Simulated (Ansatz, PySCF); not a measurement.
Gas-phase reaction (SMILES): OB(Br)Br [dibromoborinic acid] + N (NH3) -> NB(Br)Br + O (H2O); ammonia cleaves one B-O bond, a model of a ligand-exchange step.

Structures are relaxed separately at B3LYP-D3(BJ)/def2-TZVP in Ansatz (a quantum-chemistry and plane-wave program), one conformer each, not searched for the lowest. Correlated levels leave the core frozen unless marked. Spin-orbit coupling is left out. Frozen are the shells of the preceding noble gas and the d and f shells that filled before the atom's block. Non-relativistic. Basis-set limits of correlation are two-point, X^-3; Hartree-Fock from the larger set (for Q and 5 zeta extrapolated as (X+1)exp(-9√X)). Thermal terms are rigid-rotor harmonic-oscillator values from B3LYP-D3(BJ) frequencies (Ansatz or PySCF) at 298.15 K and 1 atm. 1 Eh = 627.5095 kcal/mol.

```
species   E, CCSD(T)/CBS(cc-pVQZ,cc-pV5Z) (Ansatz) (Eh)  E, wB97X-V/def2-TZVPD (Ansatz) (Eh)  H - E (Eh)
--------  ---------------------------------------------  -----------------------------------  ----------
OB(Br)Br                                    -5246.05938                          -5248.65579     0.02594
N (NH3)                                       -56.50471                            -56.56167     0.03799
NB(Br)Br                                    -5226.18698                          -5228.78182     0.03873
O (H2O)                                       -76.37670                            -76.43464     0.02495
```

**Question.** Work out ΔE and ΔH at 298.15 K at the first level, then ΔH at the second.

**Answer.** 
1. ΔE = [(-5226.18698) + (-76.37670)] - [(-5246.05938) + (-56.50471)] = 0.00041 Eh = 0.3 kcal/mol at CCSD(T)/CBS(cc-pVQZ,cc-pV5Z).
2. The terms H - E add up to -0.00025 Eh, so ΔH = (0.00041 + (-0.00025))×627.5095 = 0.1 kcal/mol.
3. At wB97X-V/def2-TZVPD the same steps give ΔE = 0.6 and ΔH = 0.5 kcal/mol, a shift of +0.4 from the first level.
4. These values are not checked against measurement here, since the tables used lack a sound gas-phase enthalpy of formation for at least one species.
